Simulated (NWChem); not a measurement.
Species: Ga, doublet

All runs: NWChem. Pople sets run with spherical d functions. Spin-unrestricted. The open p shell is one determinant without spherical averaging. No stability test was run on the SCF state. B3LYP is NWChem's, with the RPA form of VWN correlation.

What does the run give for B3LYP/6-31G*? Quantities: highest occupied level (eV); lowest empty minus highest occupied level, either spin (eV); <S²>.


```
Item                                                         Value
-----------------------------------------------------------  -----
highest occupied level (eV)                                  -3.54
lowest empty minus highest occupied level, either spin (eV)   1.45
<S²>                                                         0.752
```
